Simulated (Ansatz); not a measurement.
Stepwise reaction of `F[SiH](S)S` with ammonia, as a gas-phase model of exchange steps in deposition or etching. ΔE in kJ/mol; ΔG adds harmonic PBE0-D4 terms to CCSD(T)/CBS, at 1 bar.

Gas-phase electronic energies from Ansatz, PBE0-D4/def2-TZVP geometries. CCSD(T)/CBS adds triple-zeta CCSD(T) − MP2 to the extrapolated MP2 energy (def2 sets, frozen cores). This one scheme is used for every species. Functionals use def2-TZVPP. B3LYP here is the variant with VWN-RPA as its local correlation; programs differ in this. Each species was taken in one conformer, which may not be the lowest.

```json
{"step": "1", "reaction": "`F[SiH](S)S` + NH₃ → `N[SiH](F)S` + H₂S", "PBE-D4": "-1.5", "B3LYP-D4": "-12.1", "ωB97M-V": "-12.9", "CCSD(T)/CBS": "-10.6", "ΔG(600 K)": "-18.6"}
```

Task: Give the row of step 2, `N[SiH](F)S` + NH₃ → `N[SiH](N)F` + H₂S. (Best estimate.)

Result: The calculation gave: 
```tsv
step	reaction	PBE-D4	B3LYP-D4	ωB97M-V	CCSD(T)/CBS	ΔG(600 K)
2	`N[SiH](F)S` + NH₃ → `N[SiH](N)F` + H₂S	4.1	-6.2	-6.3	-5.8	-14.5
```

Task: By hand: ΔE of the 2 steps together at CCSD(T)/CBS.

Result: (-10.6) + (-5.8) = -16.4 kJ/mol, or -8.2 kJ/mol a step.

In ΔE the steps differ by no more than 4.8 kJ/mol. All are downhill at CCSD(T)/CBS. ΔG lies between -18.6 and -14.5 kJ/mol a step. PBE-D4 differs from CCSD(T)/CBS by 9.1 to 9.9 kJ/mol a step. Isolated molecules leave out the surface, adducts and barriers. Largest T1 diagnostic: 0.012.
